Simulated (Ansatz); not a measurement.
Frontier orbitals of C2H7GeNSi (`[SiH3]C1=[CH][GeH2][NH]1`).

```xyz
12

Si   -0.231   -1.173    1.695
C     0.012   -0.051    0.213
C    -0.411    1.228    0.069
Ge    0.281    1.217   -1.734
N     0.767   -0.429   -0.921
H    -0.866   -2.445    1.252
H     1.074   -1.503    2.324
H    -1.112   -0.491    2.676
H    -0.892    1.867    0.792
H     1.475    2.082   -2.177
H    -0.714    1.055   -2.898
H     0.617   -1.357   -1.292
```

Charge 0, multiplicity 1. Correlated methods include outer-core shells of Ge, which these sets cover unevenly. Scalar relativity is left out up to krypton. The geometry is a stationary point of PBE0-D4/def2-TZVP. Basis def2-TZVPP, Ansatz 0.2.0.

Orbital energies of one run (eV). Highest occupied ones, from the top: -8.83, -10.65, -11.44, -12.21, -12.72, -12.83, -13.98, -14.86, -15.07, -18.04, -18.10, -20.15, -23.30, -28.43. Empty: 1.83, 2.01, 2.84, 3.27, 3.73, 3.78.

Q: Which functional gave them?
A. HSE06 (plane-wave form)
B. LC-ωPBE
C. PBE0
D. r2SCANh

A: B. HOMO energies: LC-ωPBE -8.83, PBE0 -6.23, HSE06 -5.83, r2SCANh -5.73 eV.

LC-ωPBE has ω = 0.4 bohr⁻¹.
